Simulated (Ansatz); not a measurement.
`CS[CH2][GeH3]` + `O=CO` → `O=C[O][GeH3]` + `CSC` at 298.15 K and 1 bar (ligand exchange at a Ge–C bond).

Calculated with Ansatz (gas phase, PBE0-D4/def2-TZVP geometries, no zero-point term in ΔE). CBS: MP2 limit from def2 TZ/QZ plus the TZ coupled-cluster correction, frozen cores. This one scheme is used for every species. For Ge outer-core shells are correlated without core-valence functions, which leaves a few kJ/mol of doubt a bond. Scalar relativity is left out up to krypton. Each species was taken in one conformer, which may not be the lowest.

```tsv
species	CCSD(T)/CBS energy (Eh)	H − E (kJ/mol)	S (J/(mol·K))
`CS[CH2][GeH3]`	-2554.79452	255.8	356.5
`O=CO`	-189.60296	100.2	248.1
`O=C[O][GeH3]`	-2266.92775	141.6	312.8
`CSC`	-477.48821	214.0	283.0
```

H − E and S are ideal-gas, rigid-rotor, harmonic terms from PBE0-D4/def2-TZVP, for one conformer and one mirror image of each species. 1 Eh = 2625.50 kJ/mol, R = 8.31446 J/(mol·K).

Question: By hand: ΔE, ΔH, ΔS and ΔG.

Answer: ΔE = (-2266.92775) + (-477.48821) − (-2554.79452) − (-189.60296) = -0.01848 Eh = -48.5 kJ/mol. Δ(H − E) = 141.6 + 214.0 − 255.8 − 100.2 = -0.4, so ΔH = -48.9 kJ/mol. ΔS = 312.8 + 283.0 − 356.5 − 248.1 = -8.8 J/(mol·K). ΔG = -48.9 − 298.15 × (-8.8)/1000 = -46.3 kJ/mol.

Question: By hand: the equilibrium constant, and the temperature at which ΔG would vanish if ΔH and ΔS stayed fixed.

Answer: log₁₀ K = −ΔG/(RT ln 10) = 8.1. ΔG = 0 at ΔH/ΔS = 5557 K, far beyond where these terms or the molecules hold.

The number of gas molecules stays the same, so ΔS is small and ΔH decides. A doubt of 5 kJ/mol in ΔE shifts log₁₀ K by 0.9 here. Other conformers and mirror images would add mixing entropy, several J/(mol·K) or more a flexible species. These are equilibria of isolated gas molecules and say nothing of rates. Largest T1 diagnostic: 0.016 (customary marks: 0.02 for closed shells, 0.045 for open ones).
